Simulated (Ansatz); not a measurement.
`C=[CH][ZnH]` + `BN` → `BNC=C` + `[ZnH2]` at 298.15 K and 1 bar (substitution at a C–Zn bond).

Computed with Ansatz on PBE0-D4/def2-TZVP structures; ΔE is electronic, products minus reactants. CBS: MP2 limit from def2 TZ/QZ plus the TZ coupled-cluster correction, frozen cores. This one scheme is used for every species. For Zn outer-core shells are correlated without core-valence functions, which leaves a few kJ/mol of doubt a bond. Scalar relativity is left out up to krypton. Each species was taken in one conformer, which may not be the lowest.

```csv
species,CCSD(T)/CBS energy (Eh),H − E (kJ/mol),S (J/(mol·K))
`C=[CH][ZnH]`,-1856.83987,139.3,286.1
`BN`,-81.93499,137.2,228.1
`BNC=C`,-159.21916,230.1,284.8
`[ZnH2]`,-1779.54550,39.9,200.9
```

H − E and S are ideal-gas, rigid-rotor, harmonic terms from PBE0-D4/def2-TZVP, for one conformer and one mirror image of each species. 1 Eh = 2625.50 kJ/mol, R = 8.31446 J/(mol·K).

Question: By hand: ΔE, ΔH, ΔS and ΔG.

Answer: ΔE = (-159.21916) + (-1779.54550) − (-1856.83987) − (-81.93499) = 0.01020 Eh = 26.8 kJ/mol. Δ(H − E) = 230.1 + 39.9 − 139.3 − 137.2 = -6.5, so ΔH = 20.3 kJ/mol. ΔS = 284.8 + 200.9 − 286.1 − 228.1 = -28.5 J/(mol·K). ΔG = 20.3 − 298.15 × (-28.5)/1000 = 28.8 kJ/mol.

Question: By hand: the equilibrium constant, and the temperature at which ΔG would vanish if ΔH and ΔS stayed fixed.

Answer: log₁₀ K = −ΔG/(RT ln 10) = -5.0. ΔH and −TΔS have one sign here, so there is no such temperature.

TΔS isn't small against ΔH here. A doubt of 5 kJ/mol in ΔE shifts log₁₀ K by 0.9 here. Other conformers and mirror images would add mixing entropy, several J/(mol·K) or more a flexible species. These are equilibria of isolated gas molecules and say nothing of rates. Largest T1 diagnostic: 0.016 (customary marks: 0.02 for closed shells, 0.045 for open ones).
